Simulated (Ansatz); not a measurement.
C2H6SiTe, SMILES `C=C[Te][SiH3]`, charge 0, multiplicity 1.

(1) Give a relaxed structure at PBE0-D4/def2-TZVP (Ansatz). (An estimate is asked.)

Answers

(1) The calculation gave: 
Z-matrix (Å, degrees):
```
Si
Te 1 2.490
H 1 1.485 2 106.7
H 1 1.485 2 112.2 3 120.1
H 1 1.486 2 109.3 3 -119.0
C 2 2.104 1 93.6 3 168.2
C 6 1.324 2 123.2 1 135.6
H 6 1.085 2 115.2 1 -48.2
H 7 1.086 6 120.5 2 175.6
H 7 1.084 6 122.5 2 -4.3
```
This is one stationary point; other conformers may exist.
